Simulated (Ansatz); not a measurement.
This geometry of F2H2Si + H3N (9 atoms, charge 0, multiplicity 1) is a first-order saddle point.

All numbers below come from RHF/def2-SVP in Ansatz.

```xyz
9
Properties=species:S:1:pos:R:3
Si -0.316 0.069 -0.084
F -0.005 0.473 1.981
H 0.682 -0.972 0.133
H -0.008 1.486 -0.241
F -0.875 -0.313 -1.571
N -1.846 -0.211 0.895
H -2.176 -1.162 0.914
H -2.622 0.391 0.669
H -1.127 0.133 1.802
```

Which two structures does it join? (They come from a converged band through this point; their orientation in space is the band's.)

Bonds broken: Si1–F2, N6–H9. Bonds formed: Si1–N6, F2–H9. F2H2Si + H3N becomes FH + FH4NSi.

First end point:

```xyz
9
Properties=species:S:1:pos:R:3
Si 0.380 0.050 -0.119
F 0.561 -0.090 1.466
H 1.734 -0.038 -0.685
H -0.270 1.300 -0.496
F -0.404 -1.234 -0.667
N -2.351 0.055 1.107
H -2.865 -0.660 0.621
H -2.976 0.827 1.261
H -2.101 -0.315 2.008
```

Last end point:

```xyz
9
Properties=species:S:1:pos:R:3
Si -0.434 0.007 -0.458
F -0.363 0.471 3.032
H 0.644 -0.933 -0.130
H -0.032 1.417 -0.430
F -0.911 -0.322 -1.962
N -1.723 -0.220 0.677
H -2.059 -1.158 0.815
H -2.509 0.405 0.616
H -0.903 0.227 2.336
```

How far does it lie above each of them?

1.62 eV above the first and 0.94 eV above the second. This is the barrier of this one path; another mechanism may lie lower. The orbitals stay closed-shell, which can raise the energy where a bond breaks towards radicals; this wasn't checked here.

Time of the run: 3.6 min on 1 thread of Arm Neoverse V1, with other jobs on the host, peak memory 0.15 GiB.
